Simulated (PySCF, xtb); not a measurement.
CH4BF, SMILES CBF.

Harmonic wavenumbers (cm⁻¹) from GFN2-xTB run with xtb at its own minimum, in rising order: 40, 374, 601, 811, 869, 1003, 1059, 1296, 1379, 1471, 1480, 2605, 3014, 3030, 3055.

**Question.** What does PBE0-D3(BJ)/def2-TZVP in PySCF give at its own minimum? (Estimate from the structure and the level; the computed values follow.)

**Answer.** 69, 396, 624, 785, 996, 1028, 1118, 1300, 1367, 1447, 1459, 2595, 3037, 3096, 3144. Paired by order, the mean absolute difference is 37 cm⁻¹ and the zero-point energies are 31.6 and 32.1 kcal/mol.
